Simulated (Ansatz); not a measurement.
`[GeH3][SeH]` → `[GeH2][SeH]`• + H• at 700 K and 1 bar (homolysis of the Ge–H bond).

Gas-phase electronic energies from Ansatz, PBE0-D4/def2-TZVP geometries. CCSD(T)/CBS is the MP2 limit (def2-TZVPP, def2-QZVPP) plus CCSD(T) − MP2 in def2-TZVPP, frozen cores. This one scheme is used for every species, atoms too. Open shells (•) are unrestricted, without spin–orbit coupling. For Ge, Se outer-core shells are correlated without core-valence functions, so the limit isn't a true one: a few kJ/mol of doubt a bond, and 10 to 20 or more in all where bonds break to atoms. Scalar relativity is left out up to krypton.

```
       species  CCSD(T)/CBS energy (Eh)  H − E (kJ/mol)  S (J/(mol·K))
 `[GeH3][SeH]`              -4479.23116           131.0          372.1
`[GeH2][SeH]`•              -4478.59083           102.4          362.8
            H•                 -0.50000            14.6          132.5
```

H − E and S are ideal-gas, rigid-rotor, harmonic terms from PBE0-D4/def2-TZVP, for one conformer and one mirror image of each species, with the whole ground term of open shells counted as degenerate. 1 Eh = 2625.50 kJ/mol, R = 8.31446 J/(mol·K).

Question: By hand: ΔE, ΔH, ΔS and ΔG.

Answer: ΔE = (-4478.59083) + (-0.50000) − (-4479.23116) = 0.14033 Eh = 368.4 kJ/mol. Δ(H − E) = 102.4 + 14.6 − 131.0 = -14.0, so ΔH = 354.4 kJ/mol. ΔS = 362.8 + 132.5 − 372.1 = 123.2 J/(mol·K). ΔG = 354.4 − 700 × (123.2)/1000 = 268.2 kJ/mol.

Question: By hand: the equilibrium constant, and the temperature at which ΔG would vanish if ΔH and ΔS stayed fixed.

Answer: log₁₀ K = −ΔG/(RT ln 10) = -20.0. ΔG = 0 at ΔH/ΔS = 2877 K, far beyond where these terms or the molecules hold.

The number of gas molecules changes by +1, which sets the sign of ΔS. A doubt of 5 kJ/mol in ΔE shifts log₁₀ K by 0.4 here. Other conformers and mirror images would add mixing entropy, several J/(mol·K) or more a flexible species. These are equilibria of isolated gas molecules and say nothing of rates. Largest T1 diagnostic: 0.013 (customary marks: 0.02 for closed shells, 0.045 for open ones).
